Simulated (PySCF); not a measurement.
How methods differ on the excitation energy of Tc²⁺

Tc²⁺ [Kr] 4d5 (6S) → Tc²⁺ [Kr] 4d4 5s1 (6D), as a difference of total energies. Calculation: PySCF 2.14, in x2c-TZVPPall; the spin-free X2C one-electron Hamiltonian (Gaussian nucleus). Correlated levels: valence: [Kr] frozen. The calculations carry no spin-orbit coupling.

```json
{"method": "UHF", "excitation energy (cm⁻¹)": "46457"}
{"method": "MP2 (valence)", "excitation energy (cm⁻¹)": "48010"}
{"method": "SCS-MP2 (valence)", "excitation energy (cm⁻¹)": "46974"}
{"method": "CCSD (valence)", "excitation energy (cm⁻¹)": "47974"}
{"method": "CCSD(T) (valence)", "excitation energy (cm⁻¹)": "47978"}
```

The basis was made for the ground configuration and has no added diffuse functions, so the excitation energy can come out too high.
